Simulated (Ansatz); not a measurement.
Consider the formal exchange of groups at a Zn–C bond: `B[CH](Cl)[Zn][F]` + `CC` → `C[CH2][Zn][F]` + `BCCl`.

Program: Ansatz. Geometries: PBE0-D4/def2-TZVP. ΔE: electronic, gas phase. CBS: MP2 limit from def2 TZ/QZ plus the TZ coupled-cluster correction, frozen cores. This one scheme is used for every species. Functionals use def2-TZVPP. B3LYP here is the variant with VWN-RPA as its local correlation; programs differ in this. For Zn outer-core shells are correlated without core-valence functions, which leaves a few kJ/mol of doubt a bond. Scalar relativity is left out up to krypton. Each species was taken in one conformer, which may not be the lowest.

| level | ΔE (kcal/mol) | difference from CCSD(T)/CBS |
| --- | --- | --- |
| PBE-D4 | 12.8 | 1.2 |
| r2SCAN-D4 | 12.7 | 1.1 |
| PBE0-D4 | 12.1 | 0.5 |
| B3LYP-D4 | 10.5 | -1.1 |
| ωB97X-V | 9.8 | -1.8 |
| ωB97M-V | 10.9 | -0.7 |
| B2PLYP | 10.6 | -1.0 |
| PBE | 12.3 | 0.7 |
| r2SCAN | 12.6 | 1.0 |
| PBE0 | 11.7 | 0.1 |
| B3LYP | 9.7 | -1.9 |
| HF/def2-TZVPP | 7.2 | -4.4 |
| MP2/def2-TZVPP | 11.9 | 0.3 |
| SCS-MP2/def2-TZVPP | 10.8 | -0.8 |
| CCSD/def2-TZVPP | 10.6 | -1.0 |
| CCSD(T)/def2-TZVPP | 11.9 | 0.3 |
| HF/def2-QZVPP | 7.5 | -4.1 |
| MP2/def2-QZVPP | 11.8 | 0.2 |
| SCS-MP2/def2-QZVPP | 10.7 | -0.9 |
| HF/CBS(def2) | 7.5 | -4.1 |
| MP2/CBS(def2) | 11.6 | 0.0 |
| CCSD/CBS(def2) | 10.4 | -1.2 |
| CCSD(T)/CBS | 11.6 | 0 |

Largest T1 diagnostic among the species: 0.015.

In def2-TZVPP, CCSD(T) changes the Hartree–Fock value by +4.7 kcal/mol (the triples alone add +1.2 kcal/mol) and MP2 by +4.7 kcal/mol. The D4 term adds +0.8 kcal/mol with B3LYP and +0.4 kcal/mol with PBE0; it sums over pairs of atoms, weighted by their polarisabilities, and B3LYP, whose exchange is more repulsive, gets the larger term.
